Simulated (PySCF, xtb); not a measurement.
Ta(F)4(NH2) (F₄H₂NTa), SMILES [F][Ta]([F])([F])([F])[NH2], multiplicity 1.

GFN2-xTB in xtb at its own geometry gives an orbital gap of 4.05 eV and a dipole moment of 3.10 D.

Coordinates come from a B3LYP-D3(BJ)/def2-SVP optimisation. The spin state was assumed, not searched. The structure was generated by enumeration; whether it is a known compound was not checked. The def2 effective core potentials stand for the cores of Ta; spin–orbit coupling is left out. One conformer was computed; it need not be the lowest.

Task: What does B3LYP/def2-TZVP (PySCF) give? (An estimate is asked for; the answer gives what the named calculation found.)

Result: gap 6.04 eV (levels -8.76 and -2.71 eV), dipole 2.59 D.
